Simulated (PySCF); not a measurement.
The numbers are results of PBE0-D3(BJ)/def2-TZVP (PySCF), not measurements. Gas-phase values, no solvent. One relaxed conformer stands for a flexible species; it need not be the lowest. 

Reference species (SMILES): `C[SiH2][SiH2]C` (C–Si–Si–C torsion 180°) (neutral, multiplicity 1).

```json
{
 "HOMO–LUMO gap": "7.75 eV",
 "HOMO": "-7.70 eV"
}
```

Changed species: `CC([SiH3])[SiH3]`.

Predict the effect on the HOMO–LUMO gap and HOMO.

the HOMO–LUMO gap rises by 0.85 eV, to 8.60 eV; the HOMO falls by 0.60 eV, to -8.30 eV.
